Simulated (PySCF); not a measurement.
Isomers of H5B3O. All species are isolated molecules in the gas phase. One relaxed conformer stands for each flexible species; it need not be the lowest. Strings in code marks are SMILES.

The vertical ionisation energy (Delta-SCF) from two functionals at the same geometries (r2SCAN-D4/def2-TZVP), both in PySCF: PBE-D3(BJ)/def2-TZVP and r2SCAN-D4/def2-TZVP. Delta-SCF ions had no search for a lower state. 

```
species   PBE-D3(BJ)/def2-TZVP (eV)
--------  -------------------------
`OB(B)B`                       9.31
`O(B)BB`                       9.95
`BBBO`                         9.70
```

**Question.** What does r2SCAN-D4/def2-TZVP give for each?

**Answer.** 
- `OB(B)B`: 9.36
- `O(B)BB`: 10.06
- `BBBO`: 9.80
Over these rows, drawn at random from the members with no instability flagged (it was tested for open shells, ions and some series alone), PBE minus r2SCAN-D4: mean -0.08 eV, from -0.11 eV to -0.05 eV.
